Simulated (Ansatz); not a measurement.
# What each rung costs, and what it gives

Saddle point of SiH3O2F, singlet (SiHOF ([OH][Si][F]) + H₂O → SiH₂O₂ ([OH][Si][OH]) + HF; bonds formed: Si1–O4, F2–H3; bonds broken: Si1–F2, H3–O4), PBE0-D4/def2-TZVP structure:

```csv
atom,x (Å),y (Å),z (Å)
Si1,0.6734,-0.3963,0.9227
F2,0.6679,-1.0689,-1.0155
H3,-0.3733,-0.9162,-0.7169
O4,-1.0425,-0.5839,0.3153
O5,0.9578,1.1823,0.5382
H6,-1.5798,0.2126,0.2573
H7,0.6966,1.5704,-0.3012
```

Barriers are electronic and count from the start structure reached by relaxing down the imaginary mode.

Computed with Ansatz 0.2.0 (basis: as named in each row); correlated methods freeze the cores. B3LYP uses VWN-RPA correlation. Extrapolation: Hartree–Fock as exp(−7.88 √X), correlation as X^−2.97.

Times are rough, for one single point on 2 threads of a shared host (Intel Xeon 6975P-C).

The estimate by CCSD(T) at an estimated basis limit (MP2 extrapolated from triple and quadruple zeta, plus CCSD(T) − MP2 in triple zeta) is 22.98 kcal/mol.

```
      method       basis  time (s)  barrier (kcal/mol)  method less estimate
          HF      STO-3G   under 1               16.69                 -6.29
      PBE-D4      STO-3G   under 1               -9.28                -32.25
       SPW92    def2-SVP   under 1                9.89                -13.09
    B3LYP-D4       6-31G   under 1               16.03                 -6.94
      PBE-D4    def2-SVP   under 1               15.14                 -7.83
     PBE0-D4    def2-SVP   under 1               18.08                 -4.90
       SPW92  def2-TZVPP   under 1               13.13                 -9.84
      PBE-D4  def2-TZVPP         1               18.06                 -4.92
     BLYP-D4  def2-TZVPP         1               20.18                 -2.80
CAM-B3LYP-D4  def2-TZVPP         2               21.61                 -1.36
    BHLYP-D4  def2-TZVPP         2               24.82                  1.84
     wB97M-V    def2-SVP         2               19.33                 -3.65
   r2SCAN-D4  def2-TZVPP         2               20.27                 -2.70
     PBE0-D4  def2-TZVPP         2               20.58                 -2.40
    B3LYP-D4  def2-TZVPP         2               21.85                 -1.12
     CCSD(T)    def2-SVP         2               21.97                 -1.00
  r2SCAN0-D4  def2-TZVPP         2               21.85                 -1.13
      B97M-V  def2-TZVPP         3               23.92                  0.95
    PBE-QIDH  def2-TZVPP         4               21.91                 -1.07
  RPA on PBE  def2-TZVPP         4               21.80                 -1.17
     wB97X-V  def2-TZVPP         4               22.16                 -0.82
      B2PLYP  def2-TZVPP         4               22.14                 -0.84
     wB97M-V  def2-TZVPP         5               22.00                 -0.97
         MP2  def2-QZVPP        11               21.83                 -1.15
     CCSD(T)  def2-TZVPP        22               22.44                 -0.53
```

All methods are single points on the PBE0-D4 structures; a negative value means that the method puts the saddle structure below the start.

T1 diagnostic: at most 0.014.

Labels in which every atom is bracketed show which atoms are joined, not bond orders.
